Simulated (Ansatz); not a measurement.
Saddle point of BH$_{5}$O$_{2}$F$_{2}$, closed shell (BHF₂ ([F][BH][F]) + H₂O + H₂O → BHOF₂ ([OH][B]([F])[F]) + H₂O + H₂; bonds formed: H2–H7, H5–O8; dative contacts that become bonds: B1–O6; bonds broken: B1–H2, H5–O6, H7–O8), PBE0-D4/def2-TZVP structure:

```
atom    x (Å)    y (Å)    z (Å)
  B1  -0.5653  -0.0087  -0.8935
  H2  -0.2843  -1.1865  -0.2600
  F3   0.3803   0.0858  -1.8693
  F4  -1.8538  -0.1409  -1.3078
  H5   0.5320   0.4766   1.0046
  O6  -0.4018   1.0742   0.0958
  H7   0.4300  -0.9572   0.4902
  O8   1.0495  -0.3955   1.3105
  H9  -1.2536   1.3855   0.4108
 H10   1.9671  -0.3334   1.0187
```

Energies are electronic, without zero-point energy. Barriers and step energies count from the start structure reached by relaxing down the imaginary mode; all methods use the PBE0-D4 structures, on which another method's saddle can fall below an end. Computed with Ansatz 0.2.0 (basis: def2-TZVPP, with def2-QZVPP for the basis limit); correlated methods freeze the cores. B3LYP uses VWN-RPA correlation. Extrapolation: Hartree–Fock as exp(−7.88 √X), correlation as X^−2.97.

```json
{"method": "SPW92", "barrier (kJ/mol)": "39.9", "step energy (kJ/mol)": "8.3"}
{"method": "PBE-D4", "barrier (kJ/mol)": "65.1", "step energy (kJ/mol)": "-31.5"}
{"method": "BLYP-D4", "barrier (kJ/mol)": "78.1", "step energy (kJ/mol)": "-47.4"}
{"method": "r2SCAN-D4", "barrier (kJ/mol)": "72.5", "step energy (kJ/mol)": "-35.3"}
{"method": "B97M-V", "barrier (kJ/mol)": "86.0", "step energy (kJ/mol)": "-46.6"}
{"method": "PBE0-D4", "barrier (kJ/mol)": "78.9", "step energy (kJ/mol)": "-31.0"}
{"method": "B3LYP-D4", "barrier (kJ/mol)": "87.7", "step energy (kJ/mol)": "-44.0"}
{"method": "r2SCAN0-D4", "barrier (kJ/mol)": "83.4", "step energy (kJ/mol)": "-34.1"}
{"method": "BHLYP-D4", "barrier (kJ/mol)": "104.9", "step energy (kJ/mol)": "-43.1"}
{"method": "CAM-B3LYP-D4", "barrier (kJ/mol)": "90.3", "step energy (kJ/mol)": "-35.3"}
{"method": "wB97X-V", "barrier (kJ/mol)": "?", "step energy (kJ/mol)": "-35.2"}
{"method": "wB97M-V", "barrier (kJ/mol)": "?", "step energy (kJ/mol)": "-36.6"}
{"method": "B2PLYP", "barrier (kJ/mol)": "93.4", "step energy (kJ/mol)": "-43.2"}
{"method": "PBE-QIDH", "barrier (kJ/mol)": "90.5", "step energy (kJ/mol)": "-32.2"}
{"method": "RPA on PBE", "barrier (kJ/mol)": "?", "step energy (kJ/mol)": "-39.5"}
{"method": "HF", "barrier (kJ/mol)": "141.1", "step energy (kJ/mol)": "-72.8"}
{"method": "MP2", "barrier (kJ/mol)": "94.6", "step energy (kJ/mol)": "-39.1"}
{"method": "CCSD", "barrier (kJ/mol)": "106.3", "step energy (kJ/mol)": "-41.9"}
{"method": "CCSD(T)", "barrier (kJ/mol)": "99.1", "step energy (kJ/mol)": "-38.5"}
```

Problem. Fill in the withheld barriers. (An estimate is asked for; the value comes from the calculation.)

Solution. By the calculation: RPA on PBE 99.0; wB97M-V 94.2; wB97X-V 93.9 kJ/mol. Each is the energy of the saddle less that of the start structure, by the same method.

For comparison, the barrier by CCSD(T) at an estimated basis limit (MP2 extrapolated from triple and quadruple zeta, plus CCSD(T) − MP2 in triple zeta) is 99.8 kJ/mol.

No T1 diagnostic of these runs exceeds 0.012.

The step is the kind of ligand exchange by which a precursor binds to a hydroxyl group, or is hydrolysed, in atomic layer deposition of oxides.

Labels in which every atom is bracketed show which atoms are joined, not bond orders.

For scale, one of the runs: CCSD(T)/def2-TZVPP, 225 basis functions, launched by `ansatz run in.yaml --threads 4 --pin off --events-out ev --progress --plain --max-ram 9574MiB`. Time: 3.6 min of wall clock on 4 CPU threads of an Arm Neoverse N1; the host was shared. Peak host memory: 4.2 GiB.
